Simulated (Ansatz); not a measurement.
Species: C10H9BO, SMILES `Bc1ccc2ccc(O)ccc1-2` (charge 0, multiplicity 1), formula C10H9BO.

Problem. How many basis functions does Ansatz (a quantum-chemistry and plane-wave program) with frozen-core CCSD(T)/cc-pVDZ // PBE0-D3(BJ)/def2-SVP use, how many core orbitals are frozen, and how many electrons are correlated?

Solution. 213 basis functions and 12 frozen orbitals, which leaves 58 correlated electrons. Core time is of the order of minutes.
